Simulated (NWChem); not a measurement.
boron oxyfluoride (BOF); SMILES O=BF

```xyz
3

F      0.0000     0.0000    -1.2080
B      0.0000     0.0000     0.0862
O      0.0000     0.0000     1.3052
```
Atoms are numbered in this order, from 1.

Computed with NWChem. Pople sets run with spherical d functions. All runs use the structure optimised with PBE-D3(BJ)/def2-SVP. Vzz is the largest principal value of the second derivative of the potential at the nucleus (NWChem prints the opposite sign); η is the asymmetry. Non-relativistic.

```tsv
level	Vzz B2 (a.u.)	η B2
PBE0/6-31G*	-0.239	0.00
PBE0/cc-pVTZ	…	0.00
PBE/def2-TZVP	-0.264	0.00
PBE/6-31G*	-0.205	0.00
```

Problem. Complete the blanks.

Solution. 
- PBE0/cc-pVTZ, Vzz B2 (a.u.): -0.296
